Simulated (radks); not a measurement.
The boron anion B- inside a hard spherical wall (all orbitals vanish at R), configuration held at [He] 2s2 2p2 and not refilled when levels cross. Calculated with a radial shooting solver on a logarithmic mesh with Libxc functionals: scalar-relativistic Kohn-Sham, PBE, spin-polarised, spherical densities, finite nucleus; open shells are filled with parallel spins first; Fermi nuclear charge, rms radius 2.406 fm. Eigenvalues in eV for spin up, with the zero of energy where the potential of the charges vanishes at infinity; a dash marks a level that is unbound or too diffuse for the functional's potential to be trusted. A positive occupied level is held by the wall or, in an anion where self-interaction has pushed it up, behind a barrier. The pressure on the wall is -dE/dV.

\begin{tabular}{lrrrrrrrr}
R (bohr) & E (hartree) & kinetic (hartree) & e(1s) & e(2s) & e(2p) & e(3s, empty) & e(3p, empty) & pressure (GPa) \\ \hline
12 & -24.63496 & 24.560 & -172.95 & -3.169 & 2.207 & 3.453 & 4.453 & 0.0252 \\
10 & -24.63032 & 24.570 & -172.47 & -2.805 & 2.564 & 4.550 & 5.970 & 0.0801 \\
7 & -24.60381 & 24.649 & -170.73 & -1.656 & 3.833 & 8.877 & 11.280 & 0.975 \\
5 & -24.49440 & 25.005 & -166.55 & 0.893 & 6.865 & 19.355 & 22.316 & 11.5 \\
3 & -23.51324 & 27.536 & -149.01 & 14.127 & 21.409 & 70.481 & 68.595 & 359 \\
1.5 & -13.76582 & 45.636 & -90.400 & 113.74 & 100.91 & 382.52 & 309.66 & 22200 \\
\end{tabular}
